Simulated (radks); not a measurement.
Values are calculated unless marked as measured or tabulated.
Task: The mean radii <r> (bohr) of the occupied orbitals of an atom or ion are listed with their occupations. Code: a radial shooting solver on a logarithmic mesh with Libxc functionals. Model: Dirac Kohn-Sham, PBE, spin-unpolarised, spherical densities, finite nucleus; Fermi nuclear charge, rms radius of each element as measured or else 0.836 A^(1/3) + 0.57 fm.

orbital  occ.      <r>
1s1/2       2  0.03185
2s1/2       2   0.1380
2p1/2       2   0.1171
2p3/2       4   0.1221
3s1/2       2   0.3791
3p1/2       2   0.3712
3p3/2       4   0.3820
3d3/2       4   0.3556
3d5/2       6   0.3591
4s1/2       2   0.9450
4p1/2       2    1.019
4p3/2       4    1.050
4d3/2       4    1.484
4d5/2       5    1.511
5s1/2       1    3.234

Name the element and its charge. Open shells, if any, fill j = l - 1/2 first.

Result: Z = 46, palladium, charge 0: Pd in [Kr] 4d9 5s1. The 1s radius gives Z: for a bare nucleus <r> = (2 gamma + 1)/(2Z) with gamma = sqrt(1 - (Z/c)^2), 0.03135 bohr for Z = 46, and screening makes it slightly larger (0.03185 here). The occupations add up to 46, and the charge is Z minus that.
